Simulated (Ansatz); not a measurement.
Input for Ansatz (an electronic-structure program): U-PBE0/def2-TZVPP on MgSi+, 2S+1 = 2, a spin state set in the input, which need not be the lowest, a point of a bond scan (R = 2.713 Å). Charge +1.

Ansatz 0.2 input:
```yaml
crystal:
  periodic: [false, false, false]
  atoms:
    - {symbol: Mg, position_ang: [0.00000000, 0.00000000, 0.00000000]}
    - {symbol: Si, position_ang: [0.00000000, 0.00000000, 2.71302400]}
basis:
  gaussian:
    orbitals: def2-TZVPP
    pivot_positions_ang: [[0.00000000, 0.00000000, 0.00000000], [0.00000000, 0.00000000, 2.71302400]]
hamiltonian:
  xc: {name: PBE0}
total_charge: 1
magnetization: {spin_polarized: true, initial_magnetization: 1}
output: {forces: true, orbitals: {seedname: ./end}}
```

Program output:

```
WARN ansatz: RAYON_NUM_THREADS=1 ignored (pool sized by the plan → 1); use --threads N
Functional definition: PBE0
integrals: 0.02 GiB planned
579 factors; their error is unknown
mean field: 0.23 GiB planned
mean field evaluation 1: about -13303.6640 eV, gradient 1.5e1 eV
mean field evaluation 2: about -13299.2833 eV, gradient 2.4e1 eV
mean field evaluation 4: about -13306.2853 eV, gradient 7.7e-1 eV
mean field evaluation 8: about -13306.2928 eV, gradient 7.8e-2 eV
mean field evaluation 16: about -13306.3324 eV, gradient 7.0e-4 eV
mean field evaluation 32: about -13306.2008 eV, gradient 1.8e0 eV
mean field -13306.33245002 eV, -488.9986981820 hartree, gradient 9.9e-6 eV, S^2 0.784816; 4 other end points of the search recorded, 0 dependent functions left out
the calculation of the forces begins
reference -13306.33247967 eV, -488.9986992717 hartree; 13, 12 occupied and 61, 62 virtual orbitals, 579 factors
Total energy: -13306.33247967 eV, -488.9986992717 hartree
Atom 0 at     0.000000     0.000000     0.000000 Å, force    -0.000000     0.000000     0.039207 eV/Å
Atom 1 at     0.000000     0.000000     2.713024 Å, force     0.000000    -0.000000    -0.039207 eV/Å
Dipole moment:    -0.000000    -0.000000    -0.866560 e Å
```

The calculation finished and met its thresholds.

Cost: around 4 core-seconds (rough).
